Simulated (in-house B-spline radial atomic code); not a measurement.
## Ionising neutral antimony with different functionals

Computed with an all-electron radial atomic-structure program (B-spline basis): non-relativistic Hamiltonian, point nucleus, spin-polarised at highest spin, spherical fractional occupations for the functionals, and exact exchange of hybrids averaged over the configuration. The ionisation energy is the difference of two self-consistent energies, [Kr] 4d10 5s2 5p3 → [Kr] 4d10 5s2 5p2, without Breit or QED terms; ε is the level of the shell that loses the electron (its least bound occupied spin orbital). There is no spin-orbit coupling in this Hamiltonian.

```json
{"method": "PBE0", "rung": "global hybrid", "ΔSCF (eV)": "?", "-ε(5p) (eV)": "?"}
{"method": "B3LYP", "rung": "global hybrid", "ΔSCF (eV)": "8.95", "-ε(5p) (eV)": "6.21"}
{"method": "TPSSh", "rung": "global hybrid", "ΔSCF (eV)": "9.13", "-ε(5p) (eV)": "6.05"}
{"method": "M06-2X", "rung": "global hybrid", "ΔSCF (eV)": "9.00", "-ε(5p) (eV)": "7.49"}
{"method": "BHandHLYP", "rung": "global hybrid", "ΔSCF (eV)": "8.88", "-ε(5p) (eV)": "7.31"}
{"method": "r2SCAN0", "rung": "global hybrid", "ΔSCF (eV)": "9.33", "-ε(5p) (eV)": "6.83"}
{"method": "B97-1", "rung": "global hybrid", "ΔSCF (eV)": "8.92", "-ε(5p) (eV)": "6.25"}
{"method": "HSE06", "rung": "range-separated hybrid", "ΔSCF (eV)": "9.07", "-ε(5p) (eV)": "6.16"}
{"method": "wB97X", "rung": "range-separated hybrid", "ΔSCF (eV)": "8.81", "-ε(5p) (eV)": "8.59"}
{"method": "CAM-B3LYP", "rung": "range-separated hybrid", "ΔSCF (eV)": "?", "-ε(5p) (eV)": "?"}
{"method": "LC-wPBE", "rung": "range-separated hybrid", "ΔSCF (eV)": "9.17", "-ε(5p) (eV)": "9.13"}
```

Q: What does PBE0 give?

A: ΔSCF 9.10 eV, and -ε(5p) = 6.59 eV.

Q: What does CAM-B3LYP give?

A: ΔSCF 8.95 eV, and -ε(5p) = 7.65 eV.

Q: Among the functionals, which spreads more, the ΔSCF values or the orbital energies?

A: The orbital energies: ΔSCF values span about 0.52 eV and the orbital energies 3.08 eV; here energy differences depend much less on the functional than eigenvalues do.

Q: How do they compare with the NIST value?

A: NIST lists 8.608 eV (measured, ground level to ground level). Errors run from +0.21 to +0.73 eV; wB97X is closest (+0.21 eV), but part of that can be cancellation, since the calculations leave out relativity, Breit-QED terms, multiplet and fine-structure energies.
